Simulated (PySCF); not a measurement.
## Computed properties of SbF₄, SMILES [F][Sb+]([F])([F])[F], charge +1

SbF₄, SMILES [F][Sb+]([F])([F])[F], charge +1. The structure is a stationary point at r2SCAN-D4/def2-SVP. The spin state was assumed, not searched. The isomer is the one that the SMILES or the coordinates give; other isomers of the formula were not compared. The def2 effective core potentials stand for the cores of Sb; spin–orbit coupling is left out. One conformer was computed; it need not be the lowest. All values are computed for the isolated molecule unless a solvent is named; none is compared with measurement here.

**Structure.** The optimised structure has Td symmetry. All 9 harmonic modes at r2SCAN-D4/def2-SVP (PySCF) are real, so it is a minimum. With heavy atoms numbered as in [Sb+:1]([F:2])([F:3])([F:4])[F:5], the shortest bond between them is Sb1–F2 at 1.863 Å and the longest Sb1–F5 at 1.863 Å.

**Vibrations.** The strongest infrared lines (harmonic, unscaled, degenerate partners summed) lie at 743 cm⁻¹ (113 km/mol, F 82 %, Sb 18 %), 184 cm⁻¹ (107 km/mol, F 79 %, Sb 21 %). The softest mode is at 139 cm⁻¹ and the zero-point energy is 5.3 kcal/mol.

**Electronic structure.** ωB97X/def2-TZVP (PySCF) places the frontier levels at -22.21 and -9.92 eV, a gap of 12.29 eV and a mean polarisability of 30.7 bohr³. PBE/def2-TZVP (PySCF) at the same geometry gives -17.43 and -13.08 eV, so its gap is 7.94 eV narrower. An orbital gap is neither the optical nor the fundamental gap.

**Excitations.** TDDFT-M06-2X/def2-SVPD (PySCF) has S1 at 6.43 eV (193 nm, f = 0.000, dark); the most intense of the 10 singlets computed lies at 9.33 eV (f = 0.24). Strengths of degenerate partners are summed. T1 (TDA) is at 5.96 eV. TDDFT-PBE/def2-SVPD (PySCF) puts S1 at 4.48 eV. No vertical singlet excitation falls in the visible range (under 3.1 eV).
